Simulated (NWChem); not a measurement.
All runs are NWChem calculations. System: Se, charge 0, spin multiplicity 3. Its SCF solution wasn't tested for a lower state. Level: UPBE/STO-3G.

Output (cleaned and shortened):

```
             Northwest Computational Chemistry Package (NWChem) 7.3.0
             --------------------------------------------------------

                                NWChem Input Module
                                -------------------

 Scaling coordinates for geometry "geometry" by  1.889725989
 (inverse scale =  0.529177249)

                             Geometry "geometry" -> ""
                             -------------------------

 Output coordinates in angstroms (scale by  1.889725989 to convert to a.u.)

  No.       Tag          Charge          X              Y              Z
 ---- ---------------- ---------- -------------- -------------- --------------
    1 Se                  34.0000     0.00000000     0.00000000     0.00000000

 Effective nuclear repulsion energy (a.u.)       0.0000000000

            Nuclear Dipole moment (a.u.)
            ----------------------------
        X                 Y               Z
 ---------------- ---------------- ----------------
     0.0000000000     0.0000000000     0.0000000000

      Symmetry information
      --------------------

 Group name             D2h
 Group number             26
 Group order               8
 No. of unique centers     1

      Symmetry unique atoms

     1


 Summary of "ao basis" -> "" (spherical)
 ------------------------------------------------------------------------------
       Tag                 Description            Shells   Functions and Types
 ---------------- ------------------------------  ------  ---------------------
 *                           sto-3g                   on all atoms

  pbe96 is a nonlocal functional; adding pw91lda local functional.

                                 NWChem DFT Module
                                 -----------------

 Summary of "ao basis" -> "ao basis" (spherical)
 ------------------------------------------------------------------------------
       Tag                 Description            Shells   Functions and Types
 ---------------- ------------------------------  ------  ---------------------
 Se                          sto-3g                  8       18   4s3p1d

 Summary of "ao basis" -> "ao basis" (spherical)
 ------------------------------------------------------------------------------
       Tag                 Description            Shells   Functions and Types
 ---------------- ------------------------------  ------  ---------------------
 Se                          sto-3g                  8       18   4s3p1d

      Symmetry analysis of basis
      --------------------------

        ag          6
        au          0
        b1g         1
        b1u         3
        b2g         1
        b2u         3
        b3g         1
        b3u         3

            General Information
            -------------------
          SCF calculation type: DFT
          Wavefunction type:  spin polarized.
          No. of atoms     :     1
          No. of electrons :    34
           Alpha electrons :    18
            Beta electrons :    16
          Charge           :     0
          Spin multiplicity:     3
          Use of symmetry is: on ; symmetry adaption is: on
          Maximum number of iterations: 100
          AO basis - number of functions:    18
                     number of shells:     8
          Convergence on energy requested:  1.00D-06
          Convergence on density requested:  1.00D-05
          Convergence on gradient requested:  5.00D-04

              XC Information
              --------------
          PerdewBurkeErnzerhof Exchange Functional  1.000
            Perdew 1991 LDA Correlation Functional  1.000 local
           PerdewBurkeErnz. Correlation Functional  1.000 non-local

             Grid Information
             ----------------
          Grid used for XC integration:  medium
          Radial quadrature: Mura-Knowles
          Angular quadrature: Lebedev.
          Tag              B.-S. Rad. Rad. Pts. Rad. Cut. Ang. Pts.
          ---              ---------- --------- --------- ---------
          Se                  1.15      112           4.0       590
          Grid pruning is: on
          Number of quadrature shells:   112
          Spatial weights used:  Erf1
[...]
   Symmetry analysis of molecular orbitals - initial beta
   ------------------------------------------------------

 !! scf_movecs_sym_adapt:   13 vectors were symmetry contaminated

  Symmetry fudging

 !! scf_movecs_sym_adapt:   12 vectors were symmetry contaminated

  Numbering of irreducible representations:

     1 ag          2 au          3 b1g         4 b1u         5 b2g
     6 b2u         7 b3g         8 b3u

  Orbital symmetries:

     1 ag          2 ag          3 b3u         4 b2u         5 b1u
     6 ag          7 b2u         8 b3u         9 b1u        10 b1g
    11 b3g        12 b2g        13 ag         14 ag         15 ag
    16 b2u        17 b3u        18 b1u

------------------------------------------------------------
EAF file 0: "./mol.aoints.0" size=524288 bytes
------------------------------------------------------------
               write      read    awrite     aread      wait
               -----      ----    ------     -----      ----
     calls:        1         0         0         0         0
   data(b): 5.24e+05  0.00e+00  0.00e+00  0.00e+00
   time(s): 0.00e+00  0.00e+00  0.00e+00  0.00e+00  0.00e+00
rate(mb/s): 0.00e+00  0.00e+00
------------------------------------------------------------

 !! scf_movecs_sym_adapt:   10 vectors were symmetry contaminated

  Symmetry fudging

 !! scf_movecs_sym_adapt:   10 vectors were symmetry contaminated

 !! scf_movecs_sym_adapt:   10 vectors were symmetry contaminated

  Symmetry fudging

 !! scf_movecs_sym_adapt:    6 vectors were symmetry contaminated

   convergence    iter        energy       DeltaE   RMS-Dens  Diis-err    time
 ---------------- ----- ----------------- --------- --------- ---------  ------
 d= 0,ls=0.0,diis     1  -2374.3615070943 -2.37D+03  5.84D-17  2.21D-26     0.2
                                                     2.07D-03  2.03D-02

 !! scf_movecs_sym_adapt:    2 vectors were symmetry contaminated

  Symmetry fudging

 !! scf_movecs_sym_adapt:    2 vectors were symmetry contaminated

 !! scf_movecs_sym_adapt:    2 vectors were symmetry contaminated

  Symmetry fudging

 !! scf_movecs_sym_adapt:    2 vectors were symmetry contaminated

 d= 0,ls=0.5,diis     2  -2374.3635895645 -2.08D-03  7.21D-17  2.68D-26     0.2
                                                     3.03D-05  5.54D-06

 !! scf_movecs_sym_adapt:    2 vectors were symmetry contaminated

  Symmetry fudging

 !! scf_movecs_sym_adapt:    2 vectors were symmetry contaminated

  Symmetry fudging
 d= 0,ls=0.5,diis     3  -2374.3635901490 -5.84D-07  7.95D-17  1.79D-26     0.3
                                                     2.84D-06  4.79D-08

         Total DFT energy =    -2374.363590153842
      One electron energy =    -3326.043962238596
           Coulomb energy =     1039.128709201855
    Exchange-Corr. energy =      -87.448337117102
 Nuclear repulsion energy =        0.000000000000

 Numeric. integr. density =       34.000000213749

     Total iterative time =      0.1s

                  Occupations of the irreducible representations
                  ----------------------------------------------

                     irrep           alpha         beta
                     --------     --------     --------
                     ag                6.0          6.0
                     au                0.0          0.0
                     b1g               1.0          1.0
                     b1u               3.0          2.0
                     b2g               1.0          1.0
                     b2u               3.0          3.0
                     b3g               1.0          1.0
                     b3u               3.0          2.0

                    DFT Final Alpha Molecular Orbital Analysis
                    ------------------------------------------

 Vector   16  Occ=1.000000D+00  E=-1.635568D-01  Symmetry=b3u
              MO Center= -2.4D-18, -2.9D-34, -1.3D-17, r^2= 1.3D+00
   Bfn.  Coefficient  Atom+Function         Bfn.  Coefficient  Atom+Function
  ----- ------------  ---------------      ----- ------------  ---------------
    11      1.023055  1 Se px                 7     -0.306937  1 Se px
     3      0.100611  1 Se px

 Vector   17  Occ=1.000000D+00  E=-1.635568D-01  Symmetry=b1u
              MO Center=  1.4D-17, -1.7D-34, -2.2D-18, r^2= 1.3D+00
   Bfn.  Coefficient  Atom+Function         Bfn.  Coefficient  Atom+Function
  ----- ------------  ---------------      ----- ------------  ---------------
    13      1.023055  1 Se pz                 9     -0.306937  1 Se pz
     5      0.100611  1 Se pz

 Vector   18  Occ=1.000000D+00  E=-1.079266D-01  Symmetry=b2u
              MO Center=  5.3D-33, -1.5D-18,  5.5D-33, r^2= 1.3D+00
   Bfn.  Coefficient  Atom+Function         Bfn.  Coefficient  Atom+Function
  ----- ------------  ---------------      ----- ------------  ---------------
    12      1.023125  1 Se py                 8     -0.305757  1 Se py
     4      0.100153  1 Se py

                     DFT Final Beta Molecular Orbital Analysis
                     -----------------------------------------

 Vector   14  Occ=1.000000D+00  E=-8.719982D-01  Symmetry=ag
              MO Center= -7.1D-18,  1.9D-18, -5.4D-18, r^2= 1.0D-01
   Bfn.  Coefficient  Atom+Function         Bfn.  Coefficient  Atom+Function
  ----- ------------  ---------------      ----- ------------  ---------------
    18      0.866022  1 Se d  2              16      0.499998  1 Se d  0

 Vector   15  Occ=1.000000D+00  E=-4.154152D-01  Symmetry=ag
              MO Center=  2.9D-18,  3.0D-20,  2.8D-18, r^2= 1.3D+00
   Bfn.  Coefficient  Atom+Function         Bfn.  Coefficient  Atom+Function
  ----- ------------  ---------------      ----- ------------  ---------------
    10      1.020964  1 Se s                  6     -0.263950  1 Se s
     2      0.115042  1 Se s                  1     -0.038666  1 Se s

 Vector   16  Occ=1.000000D+00  E=-7.727556D-02  Symmetry=b2u
              MO Center= -7.0D-34, -1.2D-18, -2.6D-33, r^2= 1.3D+00
   Bfn.  Coefficient  Atom+Function         Bfn.  Coefficient  Atom+Function
  ----- ------------  ---------------      ----- ------------  ---------------
    12      1.023153  1 Se py                 8     -0.305273  1 Se py
     4      0.099967  1 Se py

 Vector   17  Occ=0.000000D+00  E=-7.358056D-02  Symmetry=b3u
              MO Center=  3.0D-18,  1.5D-32,  1.7D-17, r^2= 1.3D+00
   Bfn.  Coefficient  Atom+Function         Bfn.  Coefficient  Atom+Function
  ----- ------------  ---------------      ----- ------------  ---------------
    11      1.023150  1 Se px                 7     -0.305325  1 Se px
     3      0.099993  1 Se px

 Vector   18  Occ=0.000000D+00  E=-7.358055D-02  Symmetry=b1u
              MO Center=  1.2D-17,  6.5D-33,  1.3D-18, r^2= 1.3D+00
   Bfn.  Coefficient  Atom+Function         Bfn.  Coefficient  Atom+Function
  ----- ------------  ---------------      ----- ------------  ---------------
    13      1.023150  1 Se pz                 9     -0.305325  1 Se pz
     5      0.099993  1 Se pz

   alpha - beta orbital overlaps
   -----------------------------

   alpha      1      2      3      4      5      6      7      8      9     10
    beta      1      2      3      4      5      6      7      8      9     10
 overlap   1.000  1.000  1.000  1.000  1.000  1.000  1.000  1.000  1.000  1.000

   alpha     11     12     13     14     15     16     17     18
    beta     11     12     13     14     15     17     18     16
 overlap   1.000  1.000  1.000  1.000  1.000  1.000  1.000  1.000

     --------------------------
     Expectation value of S2:
     --------------------------
      <S2> =      2.0000 (Exact =     2.0000)

 Task  times  cpu:        0.2s     wall:        0.2s

 Total times  cpu:        0.3s     wall:        0.3s
```

### Question
Write an NWChem input that would produce this output.

### Answer
This is not unique; one that fits is 
```
start mol
memory heap 200 mb stack 900 mb global 1100 mb
geometry units angstroms nocenter noautoz
  Se     0.000000     0.000000     0.000000
  symmetry group D2h
end
basis spherical
  * library sto-3g
end
dft
  xc xpbe96 cpbe96
  odft
  mult 3
  semidirect memsize 60000000 filesize 0
  iterations 100
end
task dft energy
```
